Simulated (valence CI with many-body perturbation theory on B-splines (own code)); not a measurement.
## Cs XXXIV: calculated level list

Calculated by relativistic CI+MBPT: four valence electrons over a frozen Dirac-Fock core [Ar], a basis of 7 s, 7 p, 8 d, 6 f, 4 g, 1 h functions for each j, with the one-electron correlation potential Σ1, the two-electron term Σ2, the three-electron term Σ3, Breit, model QED; selected CI, second order for the rest, scaled by the run's own slope (own B-spline code, finite nucleus).

The last digits are not significant, and no measured levels were compared; by estimate large intervals hold to a few tenths of a per cent, small ones and those within an open d or f shell to about a per cent. Only levels of the ground parity were solved; by the run's estimate the other parity begins above the list, which can be wrong where configurations are misplaced.

Levels 1 to 34 of 34, with energies above the lowest level, (3d3/2^4) J=0. "Leading %" is the weight of the configuration and term that name the level; weights of strongly mixed levels are sums over their largest components and can fall short. In the jj column 3d3/2^4 stands for four electrons in 3d with j = 3/2.

```csv
No.,Configuration,Term,J,E (cm⁻¹),Leading %,g,Second component,Leading jj
1,3d⁴,³P,0,0,52,,40 % 3d⁴ ⁵D,3d3/2^4 (93 %)
2,3d⁴,⁵D,1,91230,71,1.495,29 % 3d⁴ ³P,3d3/2^3 3d5/2 (94 %)
3,3d⁴,⁵D,2,142630,73,1.384,8 % 3d⁴ ³F,3d3/2^3 3d5/2 (62 %)
4,3d⁴,³F,4,158960,32,1.155,22 % 3d⁴ ⁵D,3d3/2^3 3d5/2 (90 %)
5,3d⁴,⁵D,3,167360,55,1.305,21 % 3d⁴ ³F,3d3/2^3 3d5/2 (64 %)
6,3d⁴,⁵D,0,236630,57,,24 % 3d⁴ ³P,3d3/2^2 3d5/2^2 (91 %)
7,3d⁴,⁵D,4,249140,42,1.139,42 % 3d⁴ ³H,3d3/2^2 3d5/2^2 (85 %)
8,3d⁴,³F,2,266110,42,0.995,22 % 3d⁴ ¹D,3d3/2^2 3d5/2^2 (70 %)
9,3d⁴,³G,3,267640,53,1.017,29 % 3d⁴ ⁵D,3d3/2^2 3d5/2^2 (67 %)
10,3d⁴,³H,5,288080,71,1.077,29 % 3d⁴ ³G,3d3/2^2 3d5/2^2 (100 %)
11,3d⁴,³P,1,298480,57,1.245,25 % 3d⁴ ³D,3d3/2^2 3d5/2^2 (83 %)
12,3d⁴,³H,6,304130,59,1.093,41 % 3d⁴ ¹I,3d3/2^2 3d5/2^2 (96 %)
13,3d⁴,³G,4,327060,63,1.028,32 % 3d⁴ ¹G,3d3/2^2 3d5/2^2 (94 %)
14,3d⁴,³D,2,334520,42,1.149,32 % 3d⁴ ³P,3d3/2^2 3d5/2^2 (89 %)
15,3d⁴,³F,3,336260,41,1.150,38 % 3d⁴ ³D,3d3/2^2 3d5/2^2 (84 %)
16,3d⁴,³F,4,381040,39,1.191,28 % 3d⁴ ⁵D,3d3/2 3d5/2^3 (66 %)
17,3d⁴,³F,2,393760,35,1.048,32 % 3d⁴ ³P,3d3/2^2 3d5/2^2 (71 %)
18,3d⁴,³F,3,410030,47,1.103,22 % 3d⁴ ³G,3d3/2 3d5/2^3 (88 %)
19,3d⁴,³G,5,433830,71,1.146,29 % 3d⁴ ³H,3d3/2 3d5/2^3 (100 %)
20,3d⁴,³D,1,437620,71,0.786,19 % 3d⁴ ³P,3d3/2 3d5/2^3 (87 %)
21,3d⁴,¹I,6,442580,59,1.063,41 % 3d⁴ ³H,3d3/2 3d5/2^3 (96 %)
22,3d⁴,³F,4,447980,53,1.118,35 % 3d⁴ ¹G,3d3/2^2 3d5/2^2 (74 %)
23,3d⁴,³P,2,468040,64,1.346,21 % 3d⁴ ³D,3d3/2^2 3d5/2^2 (60 %)
24,3d⁴,¹S,0,475220,57,,42 % 3d⁴ ³P,3d3/2 3d5/2^3 (80 %)
25,3d⁴,³F,2,493510,57,0.990,34 % 3d⁴ ³P,3d3/2 3d5/2^3 (54 %)
26,3d⁴,¹F,3,495690,45,1.083,32 % 3d⁴ ³D,3d3/2 3d5/2^3 (92 %)
27,3d⁴,³F,3,568250,70,1.061,27 % 3d⁴ ¹F,3d3/2 3d5/2^3 (99 %)
28,3d⁴,¹G,4,572100,69,1.047,21 % 3d⁴ ³F,3d3/2 3d5/2^3 (49 %)
29,3d⁴,³P,1,572830,95,1.455,4 % 3d⁴ ³D,3d3/2 3d5/2^3 (96 %)
30,3d⁴,³P,0,585940,58,,40 % 3d⁴ ¹S,3d3/2^2 3d5/2^2 (62 %)
31,3d⁴,¹D,2,586430,52,1.043,21 % 3d⁴ ³F,3d5/2^4 (42 %)
32,3d⁴,³F,4,601170,48,1.135,33 % 3d⁴ ¹G,3d5/2^4 (51 %)
33,3d⁴,¹D,2,689730,71,1.002,13 % 3d⁴ ³D,3d5/2^4 (44 %)
34,3d⁴,¹S,0,827810,76,,24 % 3d⁴ ³P,3d5/2^4 (63 %)
```

The ionisation energy to 3d³ ⁴F3/2 of the next ion comes out as 2138.1 eV (NIST: 2137 ± 5 eV (theoretical)). All 34 levels together are meant to be complete up to 860920 cm⁻¹.
